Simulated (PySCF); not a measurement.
Geometries of 5 isomers of C5H6N2Si, from PBE0-D3(BJ)/def2-SVP geometry optimisation, gas phase (PySCF 2.14.0). One conformer each, no zero-point energy, no frequencies.

**Question.** Which is lowest in electronic energy at this level?
A.
```xyz
14
angstrom
C     -3.282   -1.712    0.728
C     -2.108   -0.917    0.433
C     -1.113   -0.258    0.199
C      0.037    0.520   -0.137
N      1.028    0.673    0.650
Si     2.452    1.594    0.281
C      3.878    0.398    0.293
N      4.768   -0.345    0.284
H     -3.408   -2.511   -0.021
H     -3.208   -2.179    1.722
H     -4.190   -1.089    0.706
H     -0.009    0.979   -1.149
H      2.445    2.240   -1.068
H      2.706    2.591    1.351
```
B.
```xyz
14
angstrom
N     -2.966    2.237    1.204
C     -2.095    1.518    0.940
C     -1.032    0.633    0.616
C     -1.134   -0.640   -0.031
C      0.141   -1.128   -0.139
N      1.025   -0.218    0.410
Si     2.790   -0.428    0.546
C      0.310    0.854    0.871
H     -2.049   -1.119   -0.371
H      0.495   -2.062   -0.571
H      3.314    0.879    1.020
H      3.094   -1.514    1.519
H      3.325   -0.786   -0.796
H      0.791    1.706    1.347
```
C.
```xyz
14
angstrom
C     -2.530   -1.994    0.793
C     -1.454   -1.459    0.620
C     -0.228   -0.771    0.418
N      0.972   -1.301    0.312
C      1.818   -0.252    0.127
C      1.121    0.935    0.120
N     -0.202    0.606    0.307
Si    -1.612    1.702    0.382
H     -3.474   -2.484    0.945
H      2.891   -0.395    0.007
H      1.448    1.965    0.001
H     -2.552    1.378   -0.723
H     -1.040    3.065    0.215
H     -2.281    1.560    1.702
```
D.
```xyz
14
angstrom
N     -2.464    2.881    0.384
C     -2.230    1.756    0.227
Si    -1.840   -0.044   -0.026
N     -0.104   -0.281   -0.044
C      0.703   -0.434    1.071
C      2.014   -0.443    0.666
C      2.021   -0.281   -0.751
C      0.715   -0.182   -1.156
H     -2.421   -0.789    1.116
H     -2.391   -0.441   -1.344
H      0.271   -0.530    2.065
H      2.879   -0.562    1.315
H      2.894   -0.251   -1.401
H      0.293   -0.053   -2.151
```
E.
```xyz
14
angstrom
N     -1.190    2.897    0.766
C     -0.472    2.041    0.447
C      0.379    0.978    0.055
C      1.759    0.939   -0.063
C      2.097   -0.366   -0.490
C      0.918   -1.071   -0.616
N     -0.138   -0.263   -0.286
Si    -1.869   -0.716   -0.301
H      2.432    1.769    0.141
H      3.096   -0.751   -0.684
H      0.752   -2.103   -0.919
H     -2.594    0.144   -1.272
H     -2.430   -0.556    1.066
H     -1.871   -2.141   -0.727
```

**Answer.** D. That is `N#C[SiH2]N1C=CC=C1`, 2.5 kcal/mol below the next.

```json
{"SMILES": "N#C[SiH2]n1cccc1", "atoms numbered as above": "[N:1]#[C:2][SiH2:3][n:4]1[cH:5][cH:6][cH:7][cH:8]1", "E (Eh)": "-592.35325", "relative (kcal/mol)": "0.0", "relative (kJ/mol)": "0.0", "dipole (D)": "3.03"}
{"SMILES": "N#Cc1cccn1[SiH3]", "atoms numbered as above": "[N:1]#[C:2][c:3]1[cH:4][cH:5][cH:6][n:7]1[SiH3:8]", "E (Eh)": "-592.34926", "relative (kcal/mol)": "2.5", "relative (kJ/mol)": "10.5", "dipole (D)": "4.12"}
{"SMILES": "N#Cc1ccn([SiH3])c1", "atoms numbered as above": "[N:1]#[C:2][c:3]1[cH:4][cH:5][n:6]([SiH3:7])[cH:8]1", "E (Eh)": "-592.34914", "relative (kcal/mol)": "2.6", "relative (kJ/mol)": "10.8", "dipole (D)": "6.26"}
{"SMILES": "C#Cc1nccn1[SiH3]", "atoms numbered as above": "[CH:1]#[C:2][c:3]1[n:4][cH:5][cH:6][n:7]1[SiH3:8]", "E (Eh)": "-592.29756", "relative (kcal/mol)": "34.9", "relative (kJ/mol)": "146.2", "dipole (D)": "3.59"}
{"SMILES": "CC#C/C=N/[SiH2]C#N", "atoms numbered as above": "[CH3:1][C:2]#[C:3]/[CH:4]=[N:5]/[SiH2:6][C:7]#[N:8]", "E (Eh)": "-592.26709", "relative (kcal/mol)": "54.1", "relative (kJ/mol)": "226.2", "dipole (D)": "5.63"}
```

As drawn, the lowest has an aromatic ring, which the highest lacks; the highest has a C≡C bond and a C=N bond, which the lowest lacks.
